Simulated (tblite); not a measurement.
Compound: pentafluorobenzonitrile, C7F5N.
InChI=1S/C7F5N/c8-3-2(1-13)4(9)6(11)7(12)5(3)10

Computed with GFN2-xTB (tblite): harmonic, unscaled wavenumbers at the GFN2-xTB geometry, gas phase. This tight-binding method is rough: wavenumbers can miss measured ones by several per cent, in bad cases by 10 to 20.

Harmonic wavenumbers (cm⁻¹): 80.4, 114.3, 116.2, 149.3, 198.5, 239.5, 241.7, 283.8, 303.3, 316.0, 385.5, 399.9, 412.5, 475.3, 487.4, 534.8, 566.6, 585.1, 601.7, 646.7, 728.7, 935.1, 969.0, 1117.9, 1124.2, 1239.3, 1291.8, 1420.5, 1464.8, 1474.4, 1548.6, 1558.9, 2386.3.

A = 1026, B = 766.1, C = 438.6 MHz; mass 192.995 u (most abundant isotopes); point group C2v, symmetry number 2.

Task: Zero-point energy?

Result: Half the sum of the wavenumbers: 12199 cm⁻¹ = 145.93 kJ/mol.

Task: What is S at 400 K and 1 bar for an ideal gas of classical rigid rotors and harmonic oscillators?

Result: Translation 180.60, rotation 128.49, vibration 172.15: S = 481.2 J/(mol K).

Task: And Cp and H(400 K) − H(0)?

Result: Cp = 201.47 J/(mol K), of which vibrations give 168.21 (their classical limit is 33 R = 274.4); H(400 K) − H(0) = 50.54 kJ/mol without the zero-point energy, 37.23 from vibrations.

Task: Blend soft modes into free rotors: weight 1/[1 + (100 cm⁻¹/ν̃)⁴] for the oscillator and the rest for a rotor with moment μB/(μ + B), μ = h/(8π²ν), B = 10⁻⁴⁴ kg m². What vibrational entropy results?

Result: 166.29 J/(mol K) in place of 172.15, which changes −T·S at 400 K by +2.34 kJ/mol.

Task: What must be added to the electronic energy to get the Gibbs energy at 400 K and 1 bar?

Result: ZPE + [H(400 K) − H(0)] − T·S = 145.93 + 50.54 − 192.50 = 3.97 kJ/mol.

Task: How do the functions run with temperature in this model?

Result: 
```json
{"T (K)": "150", "S (J/(mol K))": "329.5", "Cp (J/(mol K))": "110.6", "H − H(0) (kJ/mol)": "10.01", "G − H(0) (kJ/mol)": "-39.41", "ln q(vib)": "2.35"}
{"T (K)": "250", "S (J/(mol K))": "397.3", "Cp (J/(mol K))": "156.0", "H − H(0) (kJ/mol)": "23.48", "G − H(0) (kJ/mol)": "-75.85", "ln q(vib)": "5.19"}
{"T (K)": "298.15", "S (J/(mol K))": "426.3", "Cp (J/(mol K))": "172.8", "H − H(0) (kJ/mol)": "31.41", "G − H(0) (kJ/mol)": "-95.68", "ln q(vib)": "6.60"}
{"T (K)": "600", "S (J/(mol K))": "570.8", "Cp (J/(mol K))": "239.5", "H − H(0) (kJ/mol)": "94.97", "G − H(0) (kJ/mol)": "-247.51", "ln q(vib)": "14.82"}
{"T (K)": "900", "S (J/(mol K))": "674.3", "Cp (J/(mol K))": "269.3", "H − H(0) (kJ/mol)": "171.85", "G − H(0) (kJ/mol)": "-435.02", "ln q(vib)": "21.72"}
```

q(vib) and H(0) count from the zero-point level.

Task: Which modes carry the vibrational entropy at 400 K?

Result: 80.4 cm⁻¹: 18.66; 114.3 cm⁻¹: 15.76; 116.2 cm⁻¹: 15.63; 149.3 cm⁻¹: 13.58; 198.5 cm⁻¹: 11.29; 239.5 cm⁻¹: 9.81 J/(mol K); the other 27 give 87.42 together.

Hindered rotation and anharmonicity are outside this model.
